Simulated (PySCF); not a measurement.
Species: C8H17N.
Atom-mapped SMILES: `[CH3:1][N:2]([CH3:3])[CH:4]1[CH2:5][CH2:6][CH2:7][CH2:8][CH2:9]1`

Cartesian coordinates in Å at the GFN2-xTB level; atoms count from 1:
```xyz
26
C8H17N angstrom
C      2.2309   -0.4410   -1.0324
N      1.6698   -0.5332    0.2980
C      2.4965    0.1712    1.2526
C      0.2514   -0.2136    0.4066
C     -0.6064   -1.3182   -0.2183
C     -2.0814   -1.0719    0.0848
C     -2.5163    0.2864   -0.4580
C     -1.6515    1.3986    0.1278
C     -0.1763    1.1456   -0.1697
H      3.2091   -0.9232   -1.0261
H      1.5982   -0.9701   -1.7398
H      2.3649    0.5955   -1.3784
H      2.0864    0.0435    2.2531
H      3.4966   -0.2621    1.2326
H      2.5883    1.2488    1.0442
H      0.0347   -0.2056    1.4825
H     -0.4686   -1.3361   -1.3005
H     -0.2877   -2.2829    0.1789
H     -2.2420   -1.0986    1.1651
H     -2.6875   -1.8629   -0.3622
H     -3.5663    0.4650   -0.2161
H     -2.4180    0.2889   -1.5463
H     -1.9531    2.3624   -0.2895
H     -1.8013    1.4422    1.2096
H      0.4303    1.9430    0.2658
H     -0.0217    1.1509   -1.2507
```

Definitions: NICS(0) = −σiso at the ring centroid; NICS(1) = −σiso and NICS(1)zz = −σzz at ±1 Å along the ring normal z. Level: GIAO PBE0/pcSseg-1 (PySCF, non-relativistic, gas phase) on the GFN2-xTB geometry, one conformer.

Ring bond lengths (Å), with Mayer bond orders in brackets: C4–C5 1.532 (1.01), C5–C6 1.526 (1.04), C6–C7 1.526 (1.04), C7–C8 1.526 (1.04), C8–C9 1.526 (1.04), C9–C4 1.537 (0.99).

Question: Give the NICS values of each ring in ppm.

Answer: 
| ring | type | NICS(0) | NICS(1), two faces | NICS(1)zz, two faces | rms pucker (Å) | centre to ring atoms, mean (Å) |
| --- | --- | --- | --- | --- | --- | --- |
| C4–C5–C6–C7–C8–C9 | 6-membered carbocycle; formal bonds all single | -3.4 | -3.0 / -2.8 | 2.5 / 3.1 | 0.25 | 1.47 |

Question: What do they say, and how far can they be read as aromaticity?

Answer: 
- C4–C5–C6–C7–C8–C9: mean NICS(1)zz 2.8 ppm, near zero. C4, C5, C6, C7, C8, C9 have four or more neighbours, so the value isn't read as a sign of a π ring current.

Question: List the ring angles and the Hirshfeld charges of the ring atoms.

Answer: 
- C4–C5–C6–C7–C8–C9: C4 109.2° (+0.020 e), C5 110.1° (-0.076 e), C6 110.4° (-0.069 e), C7 110.5° (-0.070 e), C8 110.6° (-0.068 e), C9 110.0° (-0.079 e); sum 660.9° against 720° for a flat convex ring.

The run took 59 s of wall time on an Arm Neoverse V2 with one thread (shared host). This is the whole shielding run at PBE0/pcSseg-1, SCF included.
